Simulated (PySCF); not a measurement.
F₃OV, SMILES [O]=[V]([F])([F])[F] (connectivity only; charge and spin as stated), charge +1, multiplicity 2.

Geometry optimised at PBE0-D3(BJ)/def2-SVP. The geometry has at least one imaginary mode, so it is a saddle point at that level. The multiplicity is an assumed one; other spin states were not compared. The isomer is the one that the SMILES or the coordinates give; other isomers of the formula were not compared.

Level of theory: TDA-M06-2X/def2-SVPD (PySCF).

Vertical excitations. 

Problem. List the lowest excited states. (The exact figures need the calculation; the answer reports its results.)

Solution. 
```csv
state,energy (eV),λ (nm),f,main pairs
root 1,1.00,1243,0.000,β HOMO−1→LUMO 87 %
root 2,3.92,317,0.006,"α HOMO→LUMO+1 10 %, β HOMO→LUMO+1 79 %"
root 3,4.34,285,0.000,β HOMO−1→LUMO+1 89 %
root 4,4.58,271,0.001,"β HOMO→LUMO+2 66 %, β HOMO→LUMO+5 16 %, β HOMO→LUMO 11 %"
root 5,4.81,258,0.000,"β HOMO→LUMO+3 62 %, β HOMO−2→LUMO 13 %, β HOMO−4→LUMO 10 %"
root 6,4.83,257,0.000,"β HOMO−2→LUMO 46 %, β HOMO−4→LUMO 22 %, β HOMO→LUMO+3 20 %"
root 7,5.16,240,0.003,"β HOMO−4→LUMO 57 %, β HOMO−2→LUMO 29 %"
root 8,5.18,239,0.001,"β HOMO−3→LUMO 64 %, β HOMO−1→LUMO+2 10 %"
root 9,5.22,237,0.000,"β HOMO−1→LUMO+2 47 %, β HOMO−3→LUMO 17 %, β HOMO−1→LUMO+5 12 %"
root 10,5.42,229,0.000,"α HOMO→LUMO+1 34 %, β HOMO−1→LUMO+3 40 %, β HOMO−1→LUMO+4 6 %"
```
Unrestricted roots are not spin-pure.
